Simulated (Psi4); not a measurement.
Psi4 input (wB97X-D/6-31G*):

```
memory 1500 MB

molecule {
0 3
Li   -0.00000000   -0.00000000   -1.71462722
Cl    0.00000000    0.00000000    0.30258127
symmetry c1
no_reorient
no_com
}

set {
  basis 6-31G*
  reference uks
  scf_type pk
  dft_radial_points 99
  dft_spherical_points 590
  e_convergence 1e-8
  d_convergence 1e-7
  maxiter 150
}

e = energy('wb97x-d')
print_out(f'\nFINAL {e:.10f} DIPOLE {variable("CURRENT DIPOLE")[0]:.6f} {variable("CURRENT DIPOLE")[1]:.6f} {variable("CURRENT DIPOLE")[2]:.6f}\n')
```

Problem. What final total energy does it give?

Solution. -467.57822 Eh.
